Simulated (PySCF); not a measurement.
Electron correlation in N⁺ (nitrogen, charge +1)

[He] 2s2 2p2, high-spin 3P determinant. All numbers are calculated (PySCF 2.14, the spin-free X2C one-electron Hamiltonian (Gaussian nucleus), in cc-pVDZ-DK (3s2p1d, 14 functions)). Frozen: 1s2; 4 electrons correlated.

MP2 pair energies summed by pair of shells (mhartree):

| pair | energy | share (%) |
| --- | --- | --- |
| 2s-2p | -31.55 | 58.5 |
| 2s-2s | -17.19 | 31.9 |
| 2p-2p | -5.17 | 9.6 |

Total MP2 correlation energy: -53.91 mhartree.

Same-spin part -8.64 and opposite-spin part -45.27 mhartree; SCS-MP2 scales them by 1/3 and 6/5 to -57.20 mhartree.

```json
{"level": "CCSD", "correlation energy (mhartree)": "-75.75"}
{"level": "(T)", "correlation energy (mhartree)": "-0.75"}
{"level": "CCSD(T)", "correlation energy (mhartree)": "-76.50"}
```

Diagnostics: T1 = 0.0055, D1 = 0.0104, largest double amplitude 0.124.

Q: Is a single reference adequate?

A: Mostly. T1 lies below 0.03, but a double amplitude of this size points to a near-degeneracy that CCSD handles and MP2 describes poorly.
